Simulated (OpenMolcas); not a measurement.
**Cu3+: CASPT2 settings compared**

| Quantity | Value |
| --- | --- |
| Program | OpenMolcas |
| Basis | ANO-L-VDZP [5s4p2d1f] |
| Scalar Hamiltonian | non-relativistic, point nucleus |
| Active space | 8 electrons in 5 orbitals (3d) |
| State averaging | 2S+1 = 3 even, 10 roots; 2S+1 = 1 even, 15 roots kept (CI in the orbitals of an earlier block) |
| Spin-orbit coupling | state interaction with AMFI integrals over the reference wave functions, term energies averaged over their components |

Methods on the same reference wave functions:
A. CASSCF
B. SS-CASPT2, IPEA 0.15 Eh, sigma2 regulariser 0.1 Eh (closed shells correlated: none)
C. SS-CASPT2, IPEA 0.6 Eh, real shift 0.2 Eh (closed shells correlated: none)
D. SS-CASPT2, IPEA 0.1 Eh, sigma1 regulariser 0.15 Eh (closed shells correlated: 3s 3p)

Energies in cm-1 above 3d8 3F4, the measured ground level; measured values from Sugar and Musgrove, J. Phys. Chem. Ref. Data 19, 527 (1990).

| Level | A | B | C | D | Measured |
| --- | --- | --- | --- | --- | --- |
| 3d8 3F4 | 0.0 | 0.0 | 0.0 | 0.0 | 0.0 |
| 3d8 3F3 | 1969 | 1970 | 1969 | 1971 | 1861 |
| 3d8 3F2 | 3284 | 3270 | 3280 | 3250 | 3078 |
| 3d8 1D2 | 19371 | 18100 | 18390 | 15960 | 16248 |
| 3d8 3P2 | 23633 | 21760 | 22010 | 20560 | 19697 |
| 3d8 3P1 | 24078 | 22090 | 22320 | 21060 | 20097 |
| 3d8 3P0 | 24444 | 22440 | 22680 | 21410 | 20423 |
| 3d8 1G4 | 30106 | 29290 | 29480 | 28160 | 26913 |
| 3d8 1S0 | 72191 | 66670 | 67100 | 62410 | 61456 |

Deviations, from unrounded energies. A percentage is the sum of absolute deviations over the sum of measured energies, with the sign that they share, or ± where signs differ.

```json
{"Against measurement": "mean absolute deviation (cm-1)", "Levels": "8", "A": "3700", "B": "2000", "C": "2200", "D": "700"}
{"Against measurement": "fine structure of the ground term (%)", "Levels": "2", "A": "+6.4", "B": "+6.2", "C": "+6.2", "D": "+5.7"}
{"Against measurement": "other terms of the ground configuration (%)", "Levels": "6", "A": "+17.6", "B": "+9.4", "C": "+10.4", "D": "±3.2"}
```

D lies closest to measurement on these levels and A furthest from it. The largest miss of D in the table is 3d8 1G4, by +1300 cm-1. The ranking rests on the paired levels alone, and a cruder setting can come out closer through cancelling errors.

Among B to D the level of the table that moves most is 3d8 1S0, by 4700 cm-1 (lowest in D, highest in C). Moves below CASPT2's spread within the term are not significant.

From A to B the spin-free energies of the other terms of 3d8 shown, above 3F, scale by factors of 0.91 to 0.97.

The lowest spin-free term lies below A's lowest term by 0.189 hartree in B, 0.185 hartree in C, 0.374 hartree in D.

CASPT2 does not keep the components of a term degenerate, so their means are used; among the terms shown or strongly mixed into the levels shown the widest spread is 870 cm-1 (3d8 1G, D). Terms from blocks run as CI alone lack orbitals of their own. The basis is small and was not contracted for so high a charge. Without dynamic correlation excited terms often stand tens of per cent too high (terms of higher spin than the ground term too low), and those without a measured partner can miss by more than the paired ones (holds for A). Some levels mix across a computed gap that differs much from the measured one, so their mixing is not that of the real levels (holds for D). Measured partners are found by configuration, term and J. A level has none where our copy of the source lacks it or the pairing is in doubt (some pairs that miss far off the trend of their configuration count as doubtful), and it then counts in no deviation. Only configurations of the active space appear.
